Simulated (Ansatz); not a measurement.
Species: CHBrF$_{2}$, charge 0, singlet. CHBrF2 (SMILES FC(Br)F).
B3LYP-D3(BJ)/def2-TZVP minimum from Ansatz (a quantum-chemistry and plane-wave program):
```
C
F 1 1.3409
F 1 1.3409 2 108.47
H 1 1.0874 2 110.34 3 120.98
Br 1 1.9572 4 108.23 3 120.07
```
Charge 0, spin multiplicity 1.

Total energies in hartree (Ansatz). UHF or UKS for unpaired electrons; spin-orbit terms are left out. Correlated methods leave the cores frozen (noble-gas shells, and filled d and f shells in the p block). No relativity. Where a partner has so few electrons that a lower coupled-cluster level is exact, that level stands in. Spin-orbit terms, left out, reach several kcal/mol for Br and I, and more for heavier atoms.

```csv
species,HF/cc-pVTZ,CCSD(T)/cc-pVTZ,HF/cc-pVQZ,CCSD(T)/cc-pVQZ,CCSD(T)/cc-pVDZ,CCSDT(Q)/cc-pVDZ
1: CHBrF2 (SMILES FC(F)Br),-2809.86966,-2810.74385,-2809.89186,-2810.84170,-2810.36691,-2810.36891
2: F (doublet),-99.40552,-99.62036,-99.41377,-99.65026,-99.52757,-99.52776
3: C (triplet),-37.69157,-37.78076,-37.69331,-37.78654,-37.76038,-37.76071
4: Br (doublet),-2572.44509,-2572.60263,-2572.44802,-2572.62195,-2572.47590,-2572.47619
5: H (doublet),-0.49981,-0.49981,-0.49995,-0.49995,-0.49928,-0.49928
```

Question: Work out the atomisation energy (electronic, to ground-state atoms) in kcal/mol: take Hartree-Fock from cc-pVQZ, extrapolate the CCSD(T) correlation energy as X^-3 (X = 3, 4), and add CCSDT(Q) - CCSD(T) in cc-pVDZ. 1 hartree = 627.51 kcal/mol.

Answer: 
Species 1: correlation (64·(-0.94984) - 27·(-0.87419))/37 = -1.00504; step -0.00200; E1 = -2809.89186 + (-1.00504) + (-0.00200) = -2810.89890
Species 2: correlation (64·(-0.23649) - 27·(-0.21484))/37 = -0.25229; step -0.00019; E2 = -99.41377 + (-0.25229) + (-0.00019) = -99.66625
Species 3: correlation (64·(-0.09323) - 27·(-0.08919))/37 = -0.09618; step -0.00033; E3 = -37.69331 + (-0.09618) + (-0.00033) = -37.78982
Species 4: correlation (64·(-0.17393) - 27·(-0.15754))/37 = -0.18589; step -0.00029; E4 = -2572.44802 + (-0.18589) + (-0.00029) = -2572.63420
Species 5: correlation (64·(0.00000) - 27·(0.00000))/37 = 0.00000; step +0.00000; E5 = -0.49995 + (0.00000) + (+0.00000) = -0.49995
-1·E1 +2·E2 +1·E3 +1·E4 +1·E5 = 0.64243 hartree = 403.1 kcal/mol.
